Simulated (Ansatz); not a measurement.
AlClH₂SSi (`Cl[SiH]1[AlH][S]1`) from Hartree–Fock to CCSD(T)

```
atom   x (Å)   y (Å)   z (Å)
 Cl1   0.146   1.900   1.782
 Si2  -0.136   0.068   0.881
 Al3  -0.327  -0.229  -1.405
  S4   1.547  -0.572  -0.345
  H5  -0.418  -0.878   1.986
  H6  -0.811  -0.289  -2.899
```

Charge 0, multiplicity 1. The geometry is a stationary point of PBE0-D4/def2-TZVP. Frozen core, restricted reference, the Gaussian-basis code of Ansatz. CBS rows extrapolate triple and quadruple zeta; past MP2 they add the triple-zeta difference.

```tsv
basis	HF (Eh)	MP2 corr.
def2-SVP	-1388.68582	-0.40689
def2-TZVPP	-1389.17373	-0.54626
def2-QZVPP	-1389.21297	-0.59730
```

Q: Estimate the CCSD correlation energy and the (T) correction in each basis where they were run (hartree).

A: 
```
     basis  CCSD corr.       (T)
  def2-SVP    -0.45119  -0.01488
def2-TZVPP    -0.59420  -0.02940
 CBS(def2)    -0.68305     as TZ
```
